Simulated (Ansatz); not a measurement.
The same path of F3H2NZr + H3P (11 atoms, charge 0, multiplicity 1) was run twice with different band settings. Lost on the way: P8–H11. Made: Zr1–P8, N2–H11.

Computed with Ansatz, RKS B3LYP/def2-SVP.

Relaxed end points:

```xyz
11
Properties=species:S:1:pos:R:3
Zr 0.343 0.018 0.199
N 0.538 -0.211 2.202
H -0.206 -0.097 2.892
H 1.392 -0.480 2.693
F 2.112 0.034 -0.528
F -0.656 1.619 -0.152
F -0.662 -1.447 -0.534
P -3.891 -0.215 1.396
H -3.094 -1.095 0.601
H -3.059 -0.361 2.552
H -3.209 0.956 0.942
```

```xyz
11
Properties=species:S:1:pos:R:3
Zr -0.580 -0.219 0.053
N -0.201 0.703 2.302
H -0.288 0.021 3.060
H 0.745 1.090 2.365
F 0.808 -1.397 0.672
F -0.178 1.614 -0.370
F -0.975 -0.927 -1.683
P -2.985 -0.561 1.142
H -3.430 -1.508 0.171
H -2.469 -1.566 2.028
H -0.841 1.471 2.523
```

Common settings: movable images 9; climbing image yes; spring 5.0 eV/Å²; start path through a guess of the saddle point; force threshold 0.05 eV/Å; iteration limit 60; end points relaxed.

| run | optimiser | largest step |
| --- | --- | --- |
| 1 | quadratic models (default) | default |
| 2 | lbfgs | 0.5 Å |

**Question.** What does each run give, and how far can it be trusted?

**Answer.** Run 1: converged after 28 iterations, highest image 1.105 eV above the first end. Beside the main top the profile has a ripple of under 15 meV (maxima at images 2, 5), which may be a very shallow well or noise. A vibrational analysis at the climbing image gives one clearly imaginary mode, 1297i cm⁻¹: a first-order saddle point.
Run 2: not converged after 60 iterations, highest image 1.272 eV above the first end. The band didn't meet its force threshold, so its energies are provisional: the largest band force was still 0.16 eV/Å, and over the last iterations the top stayed at 1.27 eV.
The orbitals stay closed-shell, which can raise the energy where a bond breaks towards radicals; this wasn't checked here.
